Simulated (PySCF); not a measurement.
Fill in the blanks.

Compound: C5H7F3O4.
Atom-mapped SMILES: `[CH3:1][O:2][C@@H:3]1[O:4][CH2:5][O:6][C@H:7]([C:8]([F:9])([F:10])[F:11])[O:12]1` (hydrogens: H13, H14, H15 on C1; H16 on C3; H17, H18 on C5; H19 on C7)

| property | level | value |
| --- | --- | --- |
| point group of the GFN2-xTB geometry | GFN2-xTB | ? |
| rotational constants A, B, C of the GFN2-xTB geometry | GFN2-xTB | 1.468, 0.862, 0.713 GHz |
| dipole moment | PBE0/pcSseg-1 | ? |
| HOMO energy | PBE0/pcSseg-1 | -8.36 eV |
| LUMO energy | PBE0/pcSseg-1 | ? |
| 13C chemical shifts (computed TMS as zero) by class | GIAO PBE0/pcSseg-1 | 132.6 (C8), 112.1 (C3), 94.9 (C7), 85.2 (C5), 56.3 (C1) ppm |
| 1H chemical shifts (computed TMS as zero) by class | GIAO PBE0/pcSseg-1 | 6.14 (H17), 5.46 (H16), 5.26 (H19), 4.95 (H18), 3.64 (H13/H14/H15) ppm |
| isotropic shieldings of nuclei other than C and H, by class | GIAO PBE0/pcSseg-1 | ? |

The electronic properties come from PySCF, for the isolated species, density fitting. NMR classes are plain means over equivalent atoms (diastereotopic ones count apart unless rotation or inversion swaps them), as if these changed places fast; in this geometry the members of some classes differ.

(1) Give the point group of the GFN2-xTB geometry.

(2) Give the dipole moment.

(3) Give the LUMO energy.

(4) Give the isotropic shieldings of nuclei other than C and H, by class.

Answers

(1) C1.

(2) 2.75 D.

(3) 1.35 eV.

(4) 219 (O12), 230 (O4), 255 (O6), 263 (O2), 260 (F9/F10/F11) ppm.

The dipole equals about 9.2 × 10⁻³⁰ C·m (1 D = 3.33564 × 10⁻³⁰ C·m). With B = h/(8π²I), that is 505.379 GHz u Å² over I, the principal moments of inertia are 344.3, 586.0 and 709.0 u Å² (most abundant isotopes); the inertial defect Ic − Ia − Ib is -221.3 u Å² (zero for a rigid planar frame, negative otherwise). A dipole of 2.75 D is allowed in C1, and pure rotational transitions are dipole-allowed. The rotational constants make it an asymmetric top with κ = (2B − A − C)/(A − C) = -0.60, nearer the prolate limit (−1).

One conformer stands for the species.
